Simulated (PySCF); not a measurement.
## Stretching TeP

Set-up: PySCF, scalar-relativistic core potentials, basis sets Te def2-SVP with ECP28, P def2-SVP. Energies in eV from Te + P in their ground configurations at the same level. State: ²Π (doublet), unpaired electrons π ↑.

All columns are PBE0. A positive dipole means Te(−)P(+).

```json
{"R (Å)": "1.941", "E (eV)": "-1.326", "μ (D)": "-0.99", "Mulliken charge on Te (basis-dependent)": "0.06", "HOMO (eV)": "-4.85", "LUMO (eV)": "-3.01", "Mayer bond order": "2.39", "⟨S²⟩": "0.75"}
{"R (Å)": "2.031", "E (eV)": "-2.264", "μ (D)": "-0.89", "Mulliken charge on Te (basis-dependent)": "0.03", "HOMO (eV)": "-5.07", "LUMO (eV)": "-3.24", "Mayer bond order": "2.37", "⟨S²⟩": "0.75"}
{"R (Å)": "2.122", "E (eV)": "-2.768", "μ (D)": "-0.76", "Mulliken charge on Te (basis-dependent)": "0.00", "HOMO (eV)": "-5.29", "LUMO (eV)": "-3.47", "Mayer bond order": "2.36", "⟨S²⟩": "0.76"}
{"R (Å)": "2.189", "E (eV)": "-2.939", "μ (D)": "-0.64", "Mulliken charge on Te (basis-dependent)": "-0.01", "HOMO (eV)": "-5.44", "LUMO (eV)": "-3.63", "Mayer bond order": "2.34", "⟨S²⟩": "0.76"}
{"R (Å)": "2.257", "E (eV)": "-2.981", "μ (D)": "-0.52", "Mulliken charge on Te (basis-dependent)": "-0.02", "HOMO (eV)": "-5.58", "LUMO (eV)": "-3.80", "Mayer bond order": "2.32", "⟨S²⟩": "0.77"}
{"R (Å)": "2.325", "E (eV)": "-2.926", "μ (D)": "-0.39", "Mulliken charge on Te (basis-dependent)": "-0.03", "HOMO (eV)": "-5.70", "LUMO (eV)": "-3.96", "Mayer bond order": "2.27", "⟨S²⟩": "0.81"}
{"R (Å)": "2.415", "E (eV)": "-2.761", "μ (D)": "-0.25", "Mulliken charge on Te (basis-dependent)": "-0.04", "HOMO (eV)": "-5.83", "LUMO (eV)": "-4.10", "Mayer bond order": "2.09", "⟨S²⟩": "0.97"}
{"R (Å)": "2.528", "E (eV)": "-2.487", "μ (D)": "-0.11", "Mulliken charge on Te (basis-dependent)": "-0.04", "HOMO (eV)": "-5.94", "LUMO (eV)": "-4.15", "Mayer bond order": "1.81", "⟨S²⟩": "1.20"}
{"R (Å)": "2.663", "E (eV)": "-2.122", "μ (D)": "0.06", "Mulliken charge on Te (basis-dependent)": "-0.05", "HOMO (eV)": "-6.02", "LUMO (eV)": "-4.15", "Mayer bond order": "1.53", "⟨S²⟩": "1.41"}
{"R (Å)": "2.844", "E (eV)": "-1.637", "μ (D)": "0.30", "Mulliken charge on Te (basis-dependent)": "-0.06", "HOMO (eV)": "-6.07", "LUMO (eV)": "-4.10", "Mayer bond order": "1.26", "⟨S²⟩": "1.61"}
```

A fit through these points gives, at Re = 2.249 Å, μ = -0.53 D and dμ/dR = 1.90 D/Å; the reduced mass is 25.01 u.

Q: How strong is the fundamental in the double-harmonic approximation, I = 42.26·(dμ/dR)²/μred km/mol?

A: I = 42.26·(1.90)²/25.01 = 6.10 km/mol at PBE0.

⟨S²⟩ of the unrestricted solution departs from its pure value on part of the curve, where spin states mix. Spin–orbit coupling is left out, which matters for elements this heavy, above all for dissociation energies. The state was picked by a PBE0 search and need not be the measured ground state.
